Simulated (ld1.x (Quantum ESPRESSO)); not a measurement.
# What the settings do to the TM potential of antimony

Base potential:

ld1.x (Quantum ESPRESSO) 7.5 input, shortened:

```
&input
   title='Sb', zed=51., rel=2, dft='PBE', iswitch=3,
   config='[Kr] 4d10 5s2 5p2.5 5d-2', rel_dist='average'
 /
 &inputp
   pseudotype=2, tm=.true., lloc=2,
   nlcc=.true., new_core_ps=.true., rcore=1.70
 /
3
5S  1  0   2.00   0.00  1.95  1.95  0.0
5P  2  1   2.50   0.00  1.95  1.95  0.0
5D  3  2  -2.00   0.30  1.65  1.65  0.0
 &test
   configts(1)='5s2 5p2.5'
 /
```

Open shells are filled in proportion to 2j + 1 (rel_dist='average').

Cutoffs, loose and tight: the cutoffs (Ry, on a coarse ladder) from which the occupation-weighted sum of valence levels, in a spherical-Bessel basis at the reference potential, stays within 10 and 1 mRy of its value at 400 Ry. They do not see the model core or the augmentation charge, which bear on the density cutoff. Test errors are all-electron minus pseudo excitation energies from the reference, over the configurations 5s2 5p3; 5s2 5p2; 5s2 5p1; 5s2 5p0; 5s0 5p5; 5s2 5p3.3; 5s1 5p0. A dash means not determined; rows that change the core or the reference have their own tests. The largest error is taken over the tests solved by every variant that gives reliable tests at all: 5s0 5p5; 5s2 5p0; 5s2 5p1; 5s2 5p2; 5s2 5p3; 5s2 5p3.3.

A true bound ghost makes a file unfit for plane-wave use even where its test errors are small: the radial tests pick states by their node count and pass the ghost by.

| change | outcome | cutoff, loose | cutoff, tight | bound ghosts | largest test error (meV) |
| --- | --- | --- | --- | --- | --- |
| base | generated | 30 Ry | 50 Ry | s, p3/2, p1/2 | -119 |
| wave 5d channel at 0.3 Ry: rc 1.65 bohr becomes 5d channel at 0.21 Ry: rc 1.65 bohr | generated | 30 Ry | 50 Ry | s, p3/2, p1/2 | -119 |
| type RRKJ; local potential all-electron potential smoothed inside 1.80 bohr (lloc = -1); rho0 0.001 | failed: compute_chi: n is too large | – | – | – | – |
| wave 5s (bound): rc 1.95 bohr becomes 5s (bound): rc 1.62 bohr | generated | 30 Ry | 60 Ry | s, p3/2, p1/2 | -116 |
| wave 5p (bound): rc 1.95 bohr becomes 5p (bound): rc 2.08 bohr | generated | 25 Ry | 50 Ry | s, p3/2, p1/2 | -116 |
| reference 5s2 5p3 | generated | 30 Ry | 45 Ry | s, p3/2, p1/2 | -486 |
| core correction none | generated | 30 Ry | 50 Ry | s, p3/2, p1/2 | +40 |

Task: What comes out with this change to the base: wave 5d channel at 0.3 Ry: rc 1.65 bohr becomes 5d channel at 0.3 Ry: rc 1.12 bohr?

Result: outcome: generated; cutoff, loose: 25 Ry; cutoff, tight: 35 Ry; bound ghosts: s, p3/2, p1/2, d5/2 (extra level of the local part), d3/2 (extra level of the local part); largest test error (meV): -100.

Task: What comes out with this change to the base: all radii but the core radius scaled by about 1.05 (s 2.04, p 2.04, d 1.72 bohr)?

Result: outcome: generated; cutoff, loose: 25 Ry; cutoff, tight: 35 Ry; bound ghosts: s, p3/2, p1/2; largest test error (meV): -111.
